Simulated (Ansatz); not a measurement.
Ansatz (a first-principles code) input (B3LYP-D3(BJ)/def2-TZVP):

Ansatz 0.2 input:
```yaml
crystal:
  periodic: [false, false, false]
  atoms:
    - {symbol: As, position_ang: [0.00478949, 0.00504023, 0.41565740]}
    - {symbol: H, position_ang: [-0.82795039, -1.11628981, -0.12230696]}
    - {symbol: H, position_ang: [-0.56496176, 1.27916951, -0.12415200]}
    - {symbol: H, position_ang: [1.38282339, -0.14390425, -0.14924996]}
basis:
  gaussian:
    orbitals: def2-TZVP
hamiltonian:
  xc: b3lyp
  dispersion: d3bj
total_charge: 1
magnetization: {spin_polarized: true, initial_magnetization: 1}
relax: {f_tol: 0.002, max_steps: 150}
```

Output:

```
Functional definition: B3LYP
integrals: 0.01 GiB planned
548 factors; their error is unknown
mean field: 0.20 GiB planned
mean field evaluation 1: about -60880.6111 eV, gradient 9.4e0 eV
mean field evaluation 2: about -60881.0527 eV, gradient 5.0e0 eV
mean field evaluation 4: about -60881.1698 eV, gradient 2.3e-1 eV
mean field evaluation 8: about -60881.3682 eV, gradient 2.0e-1 eV
mean field -60881.36823689 eV, -2237.3490158321 hartree, gradient 3.1e-5 eV, S^2 0.751332; 0 other end points of the search recorded, 0 dependent functions left out
the calculation of the forces begins
reference -60881.36841369 eV, -2237.3490223294 hartree; 18, 17 occupied and 48, 49 virtual orbitals, 548 factors
relax step   1: F+E_penalty+E_count = -60881.43793340 eV  Δ(F+E_penalty+E_count) = +0.000e0 eV  max|allowed force component| = 5.873e-1 eV/Å  Δτ_max = 0.0000 Å  (25 SCF iters, accepted)
these checks for a lower state are left out or cut short: starts, cluster_reference, orbital_swaps, neighbouring_geometries, increment
integrals: 0.01 GiB planned
548 factors; their error is unknown
mean field: 0.20 GiB planned
mean field evaluation 16: about -60881.1674 eV, gradient 3.5e0 eV
mean field -60881.41087618 eV, -2237.3505827972 hartree, gradient 8.1e-6 eV, S^2 0.751657; 0 other end points of the search recorded, 0 dependent functions left out
the calculation of the forces begins
reference -60881.41105408 eV, -2237.3505893349 hartree; 18, 17 occupied and 48, 49 virtual orbitals, 548 factors
relax step   2: F+E_penalty+E_count = -60881.48005573 eV  Δ(F+E_penalty+E_count) = -4.212e-2 eV  max|allowed force component| = 2.436e-1 eV/Å  Δτ_max = 0.1097 Å  (30 SCF iters, accepted)
these checks for a lower state are left out or cut short: starts, cluster_reference, orbital_swaps, neighbouring_geometries, increment
integrals: 0.01 GiB planned
548 factors; their error is unknown
mean field: 0.20 GiB planned
mean field -60881.41805159 eV, -2237.3508464886 hartree, gradient 2.0e-5 eV, S^2 0.751556; 0 other end points of the search recorded, 0 dependent functions left out
the calculation of the forces begins
reference -60881.41822916 eV, -2237.3508530141 hartree; 18, 17 occupied and 48, 49 virtual orbitals, 548 factors
relax step   3: F+E_penalty+E_count = -60881.48738053 eV  Δ(F+E_penalty+E_count) = -7.325e-3 eV  max|allowed force component| = 5.144e-2 eV/Å  Δτ_max = 0.0223 Å  (29 SCF iters, accepted)
these checks for a lower state are left out or cut short: starts, cluster_reference, orbital_swaps, neighbouring_geometries, increment
integrals: 0.01 GiB planned
548 factors; their error is unknown
mean field: 0.20 GiB planned
mean field evaluation 32: about -60881.4182 eV, gradient 2.1e-1 eV
mean field -60881.41825397 eV, -2237.3508539259 hartree, gradient 1.8e-5 eV, S^2 0.751555; 0 other end points of the search recorded, 0 dependent functions left out
the calculation of the forces begins
reference -60881.41843144 eV, -2237.3508604480 hartree; 18, 17 occupied and 48, 49 virtual orbitals, 548 factors
relax step   4: F+E_penalty+E_count = -60881.48760596 eV  Δ(F+E_penalty+E_count) = -2.254e-4 eV  max|allowed force component| = 9.638e-3 eV/Å  Δτ_max = 0.0028 Å  (29 SCF iters, accepted)
these checks for a lower state are left out or cut short: starts, cluster_reference, orbital_swaps, neighbouring_geometries, increment
integrals: 0.01 GiB planned
548 factors; their error is unknown
mean field: 0.20 GiB planned
mean field -60881.41825899 eV, -2237.3508541105 hartree, gradient 1.8e-5 eV, S^2 0.751558; 0 other end points of the search recorded, 0 dependent functions left out
the calculation of the forces begins
reference -60881.41843646 eV, -2237.3508606322 hartree; 18, 17 occupied and 48, 49 virtual orbitals, 548 factors
relax step   5: F+E_penalty+E_count = -60881.48761141 eV  Δ(F+E_penalty+E_count) = -5.451e-6 eV  max|allowed force component| = 7.662e-4 eV/Å  Δτ_max = 0.0007 Å  (29 SCF iters, accepted)
integrals: 0.01 GiB planned
548 factors; their error is unknown
mean field: 0.20 GiB planned
mean field evaluation 64: about -60881.4183 eV, gradient 2.9e-5 eV
mean field -60881.41825899 eV, -2237.3508541105 hartree, gradient 1.8e-5 eV, S^2 0.751558; 1 other end points of the search recorded, 0 dependent functions left out
the calculation of the forces begins
reference -60881.41843646 eV, -2237.3508606322 hartree; 18, 17 occupied and 48, 49 virtual orbitals, 548 factors
Total energy: -60881.48778887 eV, -2237.3534092865 hartree
Atom 0 at     0.002743     0.005779     0.327947 Å, force    -0.000009     0.000004    -0.000766 eV/Å
Atom 1 at    -0.851863    -1.153196    -0.092784 Å, force     0.000026     0.000027     0.000255 eV/Å
Atom 2 at    -0.581967     1.321180    -0.094449 Å, force     0.000019    -0.000035     0.000256 eV/Å
Atom 3 at     1.425787    -0.149747    -0.120765 Å, force    -0.000036     0.000003     0.000256 eV/Å
Dipole moment:    -0.001341     0.000074    -0.106445 e Å
```
